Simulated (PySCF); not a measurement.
## 2p core levels of `C[Si@@H]1[SiH2][SiH2][Si@@H]1Cl`

CH9ClSi4.
Numbering: `[CH3:1][Si@@H:2]1[SiH2:3][SiH2:4][Si@@H:5]1[Cl:6]`

Level of theory: delta-SCF UKS SCAN, pcX-2 on the ionised atom, pcseg-1 elsewhere, spin-free X2C in PySCF. Each binding energy is the total energy of the core-ionised species, with the hole localised on one atom, minus that of the ground state; both are solved self-consistently, so orbital relaxation is included. Spin–orbit coupling isn't in the SCF: each 2p doublet comes from a relaxed spin-free hole plus a matrix of the shell (mean-field spin–orbit coupling and the ground-state 2p splitting), with 2p3/2 averaged over its two sublevels. The splitting includes the ligand field, and 2p3/2 is the mean of two sublevels.

When a 2p electron fills a 1s hole, the emitted photon carries the energy difference of the two hole states (Kα1 from 2p3/2, Kα2 from 2p1/2), here at the ground state's geometry.

| atom | Kα1 (eV) | Kα2 (eV) | 2p3/2 binding energy (eV) |
| --- | --- | --- | --- |
| Si2 | 1739.68 | 1739.06 | 106.04 |
| Si3 | 1739.68 | 1739.06 | 106.06 |
| Si4 | 1739.67 | 1739.04 | 106.13 |
| Si5 | 1739.77 | 1739.14 | 106.83 |
| Cl6 | 2622.60 | 2620.95 | 205.44 |

Task: What are the 1s and 2p1/2 binding energies?

Result: 1s = Kα1 + 2p3/2, and 2p1/2 = 1s − Kα2:

```
atom             environment  1s (eV)  2p1/2 (eV)
 Si2             SiH silicon  1845.72      106.66
 Si3            SiH2 silicon  1845.74      106.68
 Si4            SiH2 silicon  1845.80      106.76
 Si5  chlorine-bound silicon  1846.60      107.46
 Cl6  silicon-bound chlorine  2828.04      207.09
```

Over the 4 silicon sites the 1s value ranges over 0.88 eV, 2p3/2 over 0.79 eV and Kα1, their difference, over 0.10 eV.

2p1/2 minus 2p3/2 by element: Si (Z = 14) 0.62 eV, Cl (Z = 17) 1.65 eV.

Task: And the 1s levels of the other atoms?

Result: C1 (Si-methyl carbon) 290.21 eV.

Geometry: PBE0-D3(BJ)/def2-SVP; no solvent, vibrations or thermal averaging.
